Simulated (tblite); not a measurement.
C6H8F3P.
Atom-mapped SMILES: `[CH3:1][CH:2]([CH3:3])[C:4]1=[CH:5][P:6]1[C:7]([F:8])([F:9])[F:10]` (hydrogens: H11, H12, H13 on C1; H14 on C2; H15, H16, H17 on C3; H18 on C5)

Computed with GFN2-xTB (tblite), gas phase: L-BFGS steps from a force-field or distance-geometry start until the largest atomic force falls under 0.01 eV/Å.

Step 21: E = -913.6960 eV
```
atom  x, y, z in Å  |  force x, y, z in eV/Å
C1     -1.7310    0.5041    1.1297   -0.006   0.001   0.003
C2     -0.9208    0.3226   -0.1541   -0.005  -0.003   0.008
C3     -1.7440   -0.3485   -1.2569    0.006   0.005   0.003
C4      0.2751   -0.4823    0.1404    0.012  -0.015   0.019
C5      0.9558   -1.1894    1.0067   -0.022  -0.020  -0.006
P6      1.7934   -1.1911   -0.6160    0.026   0.028  -0.013
C7      2.9251    0.3356   -0.2773   -0.040  -0.017  -0.008
F8      3.4039    0.3585    0.9795    0.007  -0.029  -0.032
F9      3.9801    0.3705   -1.1016   -0.019   0.026   0.026
F10     2.2578    1.4959   -0.4407    0.028   0.013  -0.030
H11    -2.0709   -0.4605    1.4999   -0.002   0.002  -0.002
H12    -1.1227    0.9755    1.8979   -0.008   0.003  -0.002
H13    -2.5992    1.1304    0.9417    0.001   0.003  -0.016
H14    -0.5867    1.3017   -0.5189   -0.006  -0.002   0.014
H15    -2.6165    0.2589   -1.4836    0.003  -0.006  -0.014
H16    -2.0786   -1.3335   -0.9374    0.011   0.013   0.012
H17    -1.1520   -0.4611   -2.1627    0.014   0.000   0.016
H18     1.0223   -1.5810    1.9948    0.000  -0.002   0.021
```

Step 22: E = -913.6964 eV
```
atom  x, y, z in Å  |  force x, y, z in eV/Å
C1     -1.7331    0.5055    1.1306   -0.006  -0.001   0.001
C2     -0.9209    0.3234   -0.1521   -0.017   0.001   0.008
C3     -1.7417   -0.3489   -1.2563    0.010   0.006   0.009
C4      0.2750   -0.4814    0.1416    0.002  -0.010   0.028
C5      0.9564   -1.1910    1.0051   -0.024  -0.014   0.006
P6      1.7906   -1.1906   -0.6178    0.049   0.028  -0.045
C7      2.9233    0.3352   -0.2783   -0.031  -0.017  -0.011
F8      3.4026    0.3563    0.9785   -0.002  -0.024  -0.032
F9      3.9787    0.3698   -1.1019   -0.016   0.024   0.019
F10     2.2574    1.4965   -0.4418    0.029   0.007  -0.022
H11    -2.0739   -0.4586    1.5016   -0.002   0.003  -0.008
H12    -1.1265    0.9772    1.8999   -0.010   0.004  -0.009
H13    -2.6010    1.1317    0.9396    0.007  -0.002  -0.010
H14    -0.5881    1.3031   -0.5168   -0.001  -0.008   0.014
H15    -2.6134    0.2591   -1.4856    0.011  -0.019  -0.018
H16    -2.0764   -1.3340   -0.9366    0.006   0.021   0.011
H17    -1.1457   -0.4634   -2.1596    0.003   0.007   0.017
H18     1.0280   -1.5834    1.9918   -0.008  -0.009   0.042
```

Step 23: E = -913.6968 eV
```
atom  x, y, z in Å  |  force x, y, z in eV/Å
C1     -1.7360    0.5071    1.1316   -0.006  -0.003  -0.001
C2     -0.9211    0.3243   -0.1494   -0.021   0.005   0.008
C3     -1.7385   -0.3494   -1.2555    0.013   0.006   0.013
C4      0.2748   -0.4803    0.1435   -0.008  -0.003   0.031
C5      0.9568   -1.1937    1.0031   -0.015  -0.010   0.017
P6      1.7878   -1.1893   -0.6209    0.048   0.019  -0.064
C7      2.9204    0.3346   -0.2798   -0.010  -0.006  -0.015
F8      3.4007    0.3529    0.9766   -0.014  -0.015  -0.024
F9      3.9766    0.3693   -1.1021   -0.005   0.016   0.002
F10     2.2573    1.4974   -0.4438    0.023   0.003  -0.008
H11    -2.0778   -0.4563    1.5036   -0.002   0.002  -0.013
H12    -1.1315    0.9796    1.9023   -0.011   0.006  -0.015
H13    -2.6033    1.1333    0.9367    0.010  -0.006  -0.003
H14    -0.5900    1.3048   -0.5138    0.006  -0.012   0.014
H15    -2.6092    0.2590   -1.4885    0.017  -0.029  -0.022
H16    -2.0734   -1.3343   -0.9354   -0.001   0.025   0.011
H17    -1.1376   -0.4662   -2.1553   -0.008   0.014   0.014
H18     1.0350   -1.5867    1.9887   -0.017  -0.014   0.053
```

Step 24: E = -913.6973 eV
```
atom  x, y, z in Å  |  force x, y, z in eV/Å
C1     -1.7389    0.5087    1.1326   -0.005  -0.004  -0.003
C2     -0.9215    0.3252   -0.1467   -0.012   0.004   0.009
C3     -1.7352   -0.3497   -1.2544    0.012   0.004   0.014
C4      0.2746   -0.4794    0.1457   -0.011   0.001   0.027
C5      0.9571   -1.1965    1.0014    0.004  -0.009   0.021
P6      1.7859   -1.1873   -0.6248    0.017   0.005  -0.055
C7      2.9174    0.3340   -0.2815    0.014   0.009  -0.018
F8      3.3986    0.3492    0.9744   -0.024  -0.006  -0.009
F9      3.9744    0.3690   -1.1023    0.011   0.008  -0.018
F10     2.2576    1.4984   -0.4459    0.012   0.005   0.006
H11    -2.0816   -0.4540    1.5054   -0.004  -0.002  -0.015
H12    -1.1365    0.9821    1.9044   -0.009   0.008  -0.016
H13    -2.6053    1.1348    0.9338    0.008  -0.007   0.003
H14    -0.5916    1.3062   -0.5105    0.014  -0.012   0.013
H15    -2.6049    0.2584   -1.4917    0.017  -0.031  -0.025
H16    -2.0705   -1.3342   -0.9339   -0.008   0.021   0.012
H17    -1.1298   -0.4686   -2.1510   -0.012   0.018   0.008
H18     1.0412   -1.5899    1.9866   -0.024  -0.014   0.045
```

**Question.** Estimate the geometry and energy of step 25. (The exact step hangs on the optimiser's Hessian estimate; all steps are aligned on step 24, rigid shifts and turns removed.)

**Answer.** E = -913.6976 eV, largest force 0.038 eV/Å
```
atom  x, y, z in Å  |  force x, y, z in eV/Å
C1     -1.7409    0.5096    1.1333   -0.004  -0.004  -0.003
C2     -0.9219    0.3258   -0.1445    0.004   0.000   0.010
C3     -1.7327   -0.3498   -1.2534    0.009   0.002   0.011
C4      0.2745   -0.4790    0.1478   -0.005   0.000   0.020
C5      0.9575   -1.1986    1.0005    0.022  -0.008   0.016
P6      1.7849   -1.1855   -0.6284   -0.022  -0.004  -0.024
C7      2.9154    0.3338   -0.2831    0.027   0.017  -0.020
F8      3.3967    0.3464    0.9727   -0.027   0.001   0.001
F9      3.9730    0.3689   -1.1028    0.022   0.003  -0.030
F10     2.2582    1.4994   -0.4472    0.004   0.009   0.014
H11    -2.0843   -0.4525    1.5063   -0.006  -0.006  -0.014
H12    -1.1400    0.9839    1.9055   -0.005   0.009  -0.013
H13    -2.6065    1.1356    0.9317    0.000  -0.004   0.006
H14    -0.5923    1.3068   -0.5080    0.019  -0.008   0.011
H15    -2.6016    0.2574   -1.4942    0.010  -0.024  -0.025
H16    -2.0687   -1.3337   -0.9326   -0.012   0.012   0.014
H17    -1.1248   -0.4698   -2.1478   -0.008   0.017   0.001
H18     1.0447   -1.5922    1.9860   -0.026  -0.010   0.024
```

The energy changes by -0.0003 eV. The first-order estimate −F·Δx gives -0.0004 eV and the mean of the old and new forces, exact on a quadratic surface, -0.0003 eV. The step makes an angle of 75° with the force vector and moves no atom by more than 0.006 Å.

The cost below is that of the whole relaxation. The run took 0.81 s wall on Arm Neoverse V1, one thread, no GPU (shared host).
